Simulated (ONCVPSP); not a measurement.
# Potentials for O compared

Generated with ld1.x 7.5 (TM, RRKJ, ultrasoft, PAW), atompaw 4.2 or ONCVPSP 4.0.1. The cutoff is in Ry: for ld1.x and atompaw files where the sum of valence levels is converged to 10 mRy in a Bessel basis, for ONCV files where the hardest occupied wave has 1 mHa per electron of residual kinetic energy. The error is the largest all-electron minus pseudo excitation energy over each file’s own four to seven test configurations (ionisations up to +4, promotions, holes and added fractions of an electron), all of which were solved. The labels leave out finer settings (local radius, basis sizes, second energies), which also bear on the numbers. Spin-polarised tests are not counted. The rows are a selection from randomly drawn settings: files with unsolved tests, undetermined cutoffs or missed reference levels are left out.

A true bound ghost makes a file unfit for plane-wave use even where its test errors are small: the radial tests pick states by their node count and pass the ghost by.

| potential | cutoff (Ry) | largest error (meV) | bound ghosts |
| --- | --- | --- | --- |
| ONCV, BLYP, scalar-relativistic, rc 0.75/2.00/2.15 (spd), local smoothed, core correction yes, reference 2s2 2p4, qcut 7.5/8/5, projectors 2/2/1 | 176 | +5905 | none |
| ONCV, LDA (Perdew-Wang 92), scalar-relativistic, rc 0.65/1.95/1.50 (spd), local smoothed, core correction no, reference 2s2 2p3, qcut 7.7/6.6/5.9, projectors 2/2/1 | 150 | +1869 | none |
| ONCV, PBE, scalar-relativistic, rc 0.70/1.65/1.70 (spd), local smoothed, core correction no, reference 2s2 2p4, qcut 7.4/8.5/6.2, projectors 1/2/2 | 248 | +1320 | none |
| ONCV, PBE, scalar-relativistic, rc 0.95/1.50 (sp), local smoothed, core correction no, reference 2s2 2p4, qcut 6.6/11.1, projectors 2/2 | 193 | +1638 | none |
| ONCV, PW91, non-relativistic, rc 0.70/1.10 (sp), local smoothed, core correction yes, reference 2s1.75 2p4.25, qcut 8/13.5, projectors 2/1 | 135 | +29 | none |
| ONCV, PBEsol, scalar-relativistic, rc 0.80/1.25 (sp), local smoothed, core correction yes, reference 2s2 2p4, qcut 7.8/10.6, projectors 2/1 | 133 | +359 | none |

**Question.** Fill in the row for O: ONCV, PBE, scalar-relativistic, rc 0.65/1.60 (sp), local s, core correction yes, reference 2s2 2p3, qcut 7.9/9.2, projectors 0/2.

**Answer.** cutoff 146 Ry, largest error +664 meV, bound ghosts: none.

**Question.** Fill in the row for O: ONCV, PBE, scalar-relativistic, rc 0.60/1.10 (sp), local smoothed, core correction yes, reference 2s2 2p2, qcut 9.1/11.3, projectors 2/2.

**Answer.** cutoff 540 Ry, largest error +68 meV, bound ghosts: s.

**Question.** Fill in the row for O: ONCV, LDA (Perdew-Wang 92), scalar-relativistic, rc 0.75/1.30 (sp), local smoothed, core correction yes, reference 2s2 2p4, qcut 8.8/11.9, projectors 2/3.

**Answer.** cutoff 82 Ry, largest error +397 meV, bound ghosts: none.
